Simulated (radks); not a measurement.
Spin polarisation of the 3d8 shell in Ni. Start: [Ar] 3d(up 4, down 4) 4s2; electrons of 3d are moved from spin down to spin up, other shells keep equal spins. All-electron calculation, scalar-relativistic Kohn-Sham, PBE, spin-polarised, spherical densities, point nucleus. Program: a radial shooting solver on a logarithmic mesh with Libxc functionals.

| moment (Bohr magnetons) | E - E(0) (eV) | e(3d up) (eV) | e(3d down) (eV) | 4s down minus up (eV) |
|---|---|---|---|---|
| 0 | 0.000 | -8.874 | -8.874 | 0.000 |
| 0.5 | -0.062 | -9.115 | -8.621 | 0.086 |
| 1 | -0.247 | -9.345 | -8.357 | 0.173 |
| 1.5 | -0.556 | -9.562 | -8.080 | 0.260 |
| 2 | -0.988 | -9.767 | -7.792 | 0.348 |

At moment 2 the spin-polarisation energy is -0.988 eV and the 3d exchange splitting 1.975 eV, that is 0.988 eV per Bohr magneton; E = -I m^2/4 would give I = 0.988 eV.
